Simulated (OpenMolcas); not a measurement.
Nb4+ (d1) in a complex was computed by SS-CASPT2, IPEA 0.25 Eh, imaginary shift 0.1 Eh with the d shell active (OpenMolcas, ANO-RCC-VTZP on the metal). Its lowest spin-free states, and all those of the highest spin:

```
2S+1  Degeneracy  E (cm-1)
   2           2         0
   2           3     13380
```

Question: Is the site octahedral, tetrahedral or cube-like, axial, or of lower symmetry?

Answer: The states with 2S+1 = 2 have orbital degeneracies 2, 3. Threefold states need a cubic site. For d1 at this spin an octahedron puts the threefold T2 below the twofold E and a tetrahedron or cube puts the twofold E below the threefold T2, so the site is a tetrahedron or a cube, which this pattern cannot tell apart. The first gap at this spin, 13400 cm-1, is |10Dq| in ligand-field theory. The run had Nb4+ with 4 ligands (fluoride) in tetrahedral coordination (Td) at 1.86 Å. Ligand basis ANO-RCC-VDZP.

Roots that are degenerate in the reference are averaged as groups; the widest CASPT2 spread within a group is 14 cm-1 (the 3-fold group of multiplicity 2 near 13400 cm-1 above the lowest state of its run). Shifts and gaps below about the spread of the groups concerned are not significant. An orbital doublet at a regular site is open to a Jahn-Teller distortion, which this geometry leaves out. The least metal-like active orbital is 73 % on the metal (Löwdin) and no ligand orbital is active, so the numbers are rough. Ligand-to-metal charge-transfer states are missing. With one d shell and no ligand orbital active, 10Dq can be off by a tenth or more. No measured value stands beside these numbers; the geometry was imposed, not optimised, and the real ion may take another.
